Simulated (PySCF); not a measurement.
A GIAO shielding run with PySCF 2.14 (density fitting, non-relativistic, gas phase) on SMILES S(C)[Si@@H](C)O[SiH2]O, C₂H₁₀O₂SSi₂:

```
$ OMP_NUM_THREADS=1 python probes_run.py task.json out

{"job": {"kind": "nmr", "xc": "PBE0", "basis": "pcSseg-1"}, "charge": 0, "multiplicity": 1}
C      0.931642    -2.240870     0.700510
S      1.743287    -0.778211    -0.019696
Si     0.517806     0.768380     0.848992
C      1.150746     2.420255     0.195658
O     -1.016662     0.505720     0.420656
Si    -2.143545    -0.037902    -0.632155
O     -1.542940    -1.210059    -1.571705
H     -0.123371    -2.235183     0.446954
H      1.062348    -2.232627     1.778072
H      1.415778    -3.113033     0.274224
H      0.513683     0.610993     2.298108
H      1.268866     2.411412    -0.884194
H      0.457923     3.214755     0.451279
H      2.114169     2.662529     0.630292
H     -2.544351     1.134375    -1.399352
H     -3.143732    -0.705352     0.180597
H     -0.668646    -1.163152    -1.955035
```

Hardware: 1 thread of an Intel Xeon, shared host. The job also computes population analyses, field gradients.

Question: How large is the calculation?

Answer: 82 electrons, 190 basis functions and 1059 auxiliary functions.

Question: How long does it take, and how much memory does it need?

Answer: 120 s of wall time, with 14 SCF cycles and 5 response iterations; peak memory 0.85 GiB. Times on a shared host scatter by some tens of per cent.
